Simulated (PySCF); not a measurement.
Al(Br)3 cation (AlBr3), SMILES [Al]([Br])([Br])[Br] (connectivity only; charge and spin as stated), charge +1, multiplicity 2. Atoms are numbered in the order given.

```xyz
4

Al     0.0000     0.0000     0.0000
Br    -2.2426     0.0000     0.0000
Br     1.1213     1.9422     0.0000
Br     1.1213    -1.9422     0.0000
```
Charge +1, spin multiplicity 2.

Coordinates come from a B3LYP-D3(BJ)/def2-SVP optimisation. The multiplicity is an assumed one; no other spin state was optimised. The isomer is the one that the SMILES or the coordinates give; other isomers of the formula were not compared.

Computed with PBE/def2-TZVP (PySCF).

The molecule is in vacuum.

total energy: -7963.44782 hartree
point group: D3h
α spin, highest occupied and lowest empty level: -13.14 and -7.58 eV
β spin, highest occupied and lowest empty level: -13.02 and -12.63 eV
dipole moment about the centre of nuclear charge: 0.00 D
mean static polarisability: 111.9 bohr³ (16.58 Å³)
polarisability, principal values: 54.9, 140.4, 140.4 bohr³
⟨S²⟩: 0.752 (pure state 0.75)
